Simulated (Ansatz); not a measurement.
Gas-phase electronic energies from Ansatz, PBE0-D4/def2-TZVP geometries. CCSD(T)/CBS is the MP2 limit (def2-TZVPP, def2-QZVPP) plus CCSD(T) − MP2 in def2-TZVPP, frozen cores. This one scheme is used for every species. For Br outer-core shells are correlated without core-valence functions, which leaves a few kJ/mol of doubt a bond. Scalar relativity is left out up to krypton. Each species was taken in one conformer, which may not be the lowest.

Consider the substitution at a C–O bond: `CO[Si](C)(N)Br` + `NO` → `CON` + `C[Si](N)(O)Br`.

| species | CCSD(T)/CBS(def2) energy (Eh) |
| --- | --- |
| `CO[Si](C)(N)Br` | -3073.34278 |
| `NO` | -131.61350 |
| `CON` | -170.85898 |
| `C[Si](N)(O)Br` | -3034.10284 |

(1) Work out ΔE.

Largest T1 diagnostic among the species: 0.010.

## Answers

(1) ΔE = (-170.85898) + (-3034.10284) − (-3073.34278) − (-131.61350) = -0.00554 Eh = -14.5 kJ/mol.

The D4 term adds +5.3 kJ/mol with B3LYP and +3.2 kJ/mol with PBE0; it sums over pairs of atoms, weighted by their polarisabilities, and B3LYP, whose exchange is more repulsive, gets the larger term.

B3LYP here is the variant with VWN-RPA as its local correlation; programs differ in this.
